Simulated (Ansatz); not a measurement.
## Counterpoise correction, worked out

The pair of Cu⁺ (SMILES [Cu+], atom 1) and Cl⁻ (SMILES [Cl-], atom 2), both closed shells, in one local arrangement (a lower one may exist), relaxed at PBE0-D4/def2-TZVP:

```
2
angstrom
Cu -0.0000 -0.0000 -1.0380
Cl 0.0000 0.0000 1.0380
```

Ansatz 0.2.0; basis: def2-TZVPPD; cores frozen in the correlated methods. The 3s and 3p shells of Cu and Zn are frozen; filled d shells are correlated.

CCSD(T) total energies in eV:

| system | geometry | basis functions | energy |
| --- | --- | --- | --- |
| pair | pair | all | -57121.06621 |
| Cu⁺ | as in the pair | all (partner as ghosts) | -44601.99451 |
| Cl⁻ | as in the pair | all (partner as ghosts) | -12511.65931 |
| Cu⁺ | as in the pair | its own | -44601.95759 |
| Cl⁻ | as in the pair | its own | -12511.60949 |
| Cu⁺ | free (PBE0-D4 minimum) | its own | -44601.95759 |
| Cl⁻ | free (PBE0-D4 minimum) | its own | -12511.60949 |

Q: Work out the interaction energy with and without the counterpoise correction, the superposition error, and the binding energy from the relaxed fragments.

A: Without correction: -57121.06621 − (-44601.95759) − (-12511.60949) = -7.49913 eV.
With correction (each fragment in the whole basis): -57121.06621 − (-44601.99451) − (-12511.65931) = -7.41239 eV = -170.93 kcal/mol.
The superposition error is the difference, 0.08674 eV, 1 % of the uncorrected value: each fragment borrows its partner's functions.
Deformation from the free shapes: 0.00000 eV for Cu⁺ and 0.00000 eV for Cl⁻.
Binding energy from relaxed fragments: -7.41239 + 0.00000 + 0.00000 = -7.41239 eV = -170.93 kcal/mol (electronic, without zero-point energy; negative means bound). For comparison, the corrected interaction energy by CCSD(T) at an estimated basis limit (MP2 extrapolated from triple and quadruple zeta, plus CCSD(T) − MP2 in triple zeta) is -7.708 eV; triple zeta with the correction binds less.

T1 diagnostic: at most 0.029.

For scale, one of the runs: CCSD(T)/def2-TZVPPD, 118 basis functions, launched by `ansatz run in.yaml --threads 2 --pin off --events-out ev --progress --plain --max-ram 5222MiB`. The run took about 2.4 s on 2 CPU threads of an AMD EPYC 9R45 (shared host).
